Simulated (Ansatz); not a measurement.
```yaml
crystal:
  periodic: [false, false, false]
  atoms:
    - {symbol: C, position_ang: [3.906965, -0.695858, 1.286883]}
    - {symbol: O, position_ang: [2.701563, -1.383503, 1.392132]}
    - {symbol: Au, position_ang: [1.040433, -0.658552, 0.606822]}
    - {symbol: P, position_ang: [-0.875898, 0.064160, -0.236178]}
    - {symbol: C, position_ang: [-0.830411, 0.458720, -2.008441]}
    - {symbol: C, position_ang: [-2.262189, -1.100963, -0.095766]}
    - {symbol: C, position_ang: [-1.522486, 1.585539, 0.516517]}
    - {symbol: H, position_ang: [4.236733, -0.546860, 0.246003]}
    - {symbol: H, position_ang: [3.887727, 0.297119, 1.764371]}
    - {symbol: H, position_ang: [4.692208, -1.277417, 1.790636]}
    - {symbol: H, position_ang: [-0.544936, -0.432529, -2.568907]}
    - {symbol: H, position_ang: [-1.802534, 0.813522, -2.359132]}
    - {symbol: H, position_ang: [-0.077746, 1.227696, -2.188078]}
    - {symbol: H, position_ang: [-3.173534, -0.683703, -0.530712]}
    - {symbol: H, position_ang: [-2.007194, -2.029104, -0.609095]}
    - {symbol: H, position_ang: [-2.435246, -1.331545, 0.956323]}
    - {symbol: H, position_ang: [-0.788728, 2.384710, 0.402401]}
    - {symbol: H, position_ang: [-1.680957, 1.420854, 1.583165]}
    - {symbol: H, position_ang: [-2.463740, 1.887713, 0.051049]}
basis:
  gaussian: {orbitals: def2-SVPD}
magnetization: {spin_polarized: true, initial_magnetization: 2}
hamiltonian: {xc: {name: wB97M-V}}
output: {forces: true}
```

```sh
$ ansatz run in.yaml --threads 4 --pin off --events-out ev --progress --plain --max-ram 66560MiB --backend cpu
```

It prints (some lines left out):

```
Functional definition: wB97M-V
2210 factors; their error is unknown
849 factors; integrals over basis functions are off by at most 9.3e-6 eV
mean field evaluation 1: about -19348.2815 eV, gradient 3.8e1 eV
mean field evaluation 2: about -19350.2805 eV, gradient 3.5e1 eV
mean field evaluation 4: about -19355.2106 eV, gradient 2.9e0 eV
mean field evaluation 8: about -19355.4380 eV, gradient 6.5e-1 eV
mean field evaluation 16: about -19355.6836 eV, gradient 3.2e-1 eV
mean field evaluation 32: about -19355.7304 eV, gradient 2.1e-8 eV
mean field -19355.73040739 eV, -711.3099726863 hartree, gradient 2.1e-8 eV, S^2 2.007829; 6 other end points of the search recorded, 0 dependent functions left out
reference -19355.73048795 eV, -711.3099756469 hartree; 40, 38 occupied and 218, 220 virtual orbitals, 2210 factors
Total energy: -19355.73048795 eV, -711.3099756469 hartree
Atom 0 at     3.906965    -0.695858     1.286883 Å, force     0.826907    -0.864044     0.545183 eV/Å
Atom 1 at     2.701563    -1.383503     1.392132 Å, force     1.576638    -0.290327     0.523788 eV/Å
Atom 2 at     1.040433    -0.658552     0.606822 Å, force     0.074220     1.295098    -0.545382 eV/Å
Atom 3 at    -0.875898     0.064160    -0.236178 Å, force    -0.476555    -0.277781    -0.023467 eV/Å
Atom 4 at    -0.830411     0.458720    -2.008441 Å, force     0.194088    -0.061790    -0.067886 eV/Å
Atom 5 at    -2.262189    -1.100963    -0.095766 Å, force    -0.668026     0.125032    -0.236592 eV/Å
Atom 6 at    -1.522486     1.585539     0.516517 Å, force     0.149348     0.042309     0.180579 eV/Å
Atom 7 at     4.236733    -0.546860     0.246003 Å, force    -0.534275     0.154985    -0.203518 eV/Å
Atom 8 at     3.887727     0.297119     1.764371 Å, force    -0.576211     0.163908    -0.173249 eV/Å
Atom 9 at     4.692208    -1.277417     1.790636 Å, force     0.009806    -0.130175     0.095573 eV/Å
Atom 10 at    -0.544936    -0.432529    -2.568907 Å, force     0.037840    -0.187419    -0.163108 eV/Å
Atom 11 at    -1.802534     0.813522    -2.359132 Å, force    -0.236771     0.019264     0.003041 eV/Å
Atom 12 at    -0.077746     1.227696    -2.188078 Å, force     0.122122     0.114273     0.009873 eV/Å
Atom 13 at    -3.173534    -0.683703    -0.530712 Å, force    -0.456299    -0.001704    -0.125507 eV/Å
Atom 14 at    -2.007194    -2.029104    -0.609095 Å, force     0.084283    -0.135524    -0.083526 eV/Å
Atom 15 at    -2.435246    -1.331545     0.956323 Å, force     0.014156    -0.018374     0.178496 eV/Å
Atom 16 at    -0.788728     2.384710     0.402401 Å, force     0.131813     0.098642    -0.033377 eV/Å
Atom 17 at    -1.680957     1.420854     1.583165 Å, force    -0.073662    -0.006417     0.239911 eV/Å
Atom 18 at    -2.463740     1.887713     0.051049 Å, force    -0.199422    -0.039956    -0.120832 eV/Å
Dipole moment:    -0.201443     0.062011    -0.116206 e Å
```

Run time 4.6 min (4 threads of an AMD EPYC 7R13 on a shared host); peak host memory 2.8 GiB.
